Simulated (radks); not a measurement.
Ta IV, 70 electrons, occupied as [Xe] 4f12 5d2 6s1 6p1 (not the ground configuration). All-electron calculation, scalar-relativistic Kohn-Sham, PBE, spin-polarised, spherical densities, finite nucleus; open shells are filled with parallel spins first (spin-orbit coupling, left out, can overturn this in heavy ions); Fermi nuclear charge, rms radius 5.3507 fm. Program: a radial shooting solver on a logarithmic mesh with Libxc functionals.

Unscreened Slater integrals over Kohn-Sham orbitals (hartree). They are taken over the spin-up orbitals.

F0(6p,6p): 0.30981
F2(6p,6p): 0.17071
F0(6p,6s): 0.33307
G1(6p,6s): 0.21283
F0(6p,5d): 0.36924
F2(6p,5d): 0.13781
G1(6p,5d): 0.060972
G3(6p,5d): 0.052509
F0(6p,4f): 0.40986
F2(6p,4f): 0.055497
G2(6p,4f): 0.014341
G4(6p,4f): 0.013282
F0(6s,6s): 0.36591
F0(6s,5d): 0.42124
G2(6s,5d): 0.10383
F0(6s,4f): 0.47742
G3(6s,4f): 0.018154
F0(5d,5d): 0.55667
F2(5d,5d): 0.29415
F4(5d,5d): 0.19642
F0(5d,4f): 0.71030
F2(5d,4f): 0.17561
F4(5d,4f): 0.083986
G1(5d,4f): 0.064536
G3(5d,4f): 0.058513
G5(5d,4f): 0.046231
F0(4f,4f): 1.5388
F2(4f,4f): 0.75109
F4(4f,4f): 0.47537
F6(4f,4f): 0.34320

Derived for the open shells (J is the average intra-shell exchange parameter used in DFT+U). 4f: F4/F2 = 0.633, F6/F2 = 0.457, J = (286 F2 + 195 F4 + 250 F6)/6435 = 0.06112 hartree. 5d: Racah B = F2/49 - 5 F4/441 = 0.003776 hartree, C = 35 F4/441 = 0.01559 hartree, C/B = 4.13, F4/F2 = 0.668, J = (F2 + F4)/14 = 0.03504 hartree. 6p: J = F2/5 = 0.03414 hartree.
